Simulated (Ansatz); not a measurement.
A series at Sn: from `[OH][SnH3]`, ligands are replaced one by one, each step taking up H₂O and setting free H₂; n counts the steps. Ansatz, PBE0-D4/def2-TZVP geometries. Each molecule was computed in one conformer, which needn't be the lowest.

```json
{"n": "0", "molecule": "`[OH][SnH3]`", "HOMO energy, ωB97M-V/def2-TZVPP (eV)": "?"}
{"n": "1", "molecule": "`[OH][SnH2][OH]`", "HOMO energy, ωB97M-V/def2-TZVPP (eV)": "-10.94"}
{"n": "2", "molecule": "`[OH][SnH]([OH])[OH]`", "HOMO energy, ωB97M-V/def2-TZVPP (eV)": "-11.14"}
{"n": "3", "molecule": "`[OH][Sn]([OH])([OH])[OH]`", "HOMO energy, ωB97M-V/def2-TZVPP (eV)": "-11.56"}
```

Problem. By hand: fit a straight line y = ȳ + b (n − n̄) to the 3 given rows and predict n = 0.

Solution. n̄ = 2.000, ȳ = -11.213; Σ(n − n̄)(y − ȳ) = -0.620, Σ(n − n̄)² = 2.000, so b = -0.310 eV a step. Prediction: -11.213 + (-0.310) × (-2.000) = -10.59 eV.

Problem. By hand: compare with the computed value, -10.56 eV, and give the steps along the whole series.

Solution. The line misses by 0.03 eV (computed minus predicted). Steps: -0.38, -0.20, -0.42 eV.

The steps differ by up to 0.22 eV without a steady trend. The highest orbital can change its character along such a series. The miss is 3.0 % of the series' range.
